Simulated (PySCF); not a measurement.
# A small calculation by hand: dipole moment from atomic charges

ClH₃O₃Sn, SMILES [Cl][Sn]([OH])([OH])[OH]. Atoms are numbered in the order given.

```xyz
8

O     -1.4618     1.1234    -0.9059
Sn     0.0000     0.0000    -0.2448
O     -0.2420    -1.8276    -0.9059
O      1.7038     0.7043    -0.9059
Cl     0.0000     0.0000     2.0964
H     -1.4104     2.0208    -0.5533
H     -1.0448    -2.2319    -0.5533
H      2.4553     0.2111    -0.5533
```

Geometry optimised at PBE0-D3(BJ)/def2-SVP. The def2 effective core potentials stand for the cores of Sn; spin–orbit coupling is left out. The values are those of a single conformer.

Charges (e) from PBE/def2-TZVP (PySCF):

```tsv
atom	Mulliken	ESP fit
O1	-0.599	-0.567
Sn2	1.173	0.819
O3	-0.599	-0.566
O4	-0.599	-0.561
Cl5	-0.329	-0.262
H6	0.318	0.381
H7	0.318	0.380
H8	0.318	0.377
```

The dipole moment of the full density is 0.77 D.

Q: What dipole moment does each set of point charges give, and which comes closer to that of the density?

A: 
μ = Σ q r, and 1 e Å = 4.8032 D.
Mulliken: Σ q r = (0.000, 0.000, 0.123) e Å, |μ| = 0.59 D.
ESP fit: Σ q r = (0.001, 0.004, 0.155) e Å, |μ| = 0.75 D.
ESP fit comes closer in size. Point charges leave out the atoms' own dipoles (lone pairs, polarised bonds); fits to the potential absorb them, partitions of the density don't.
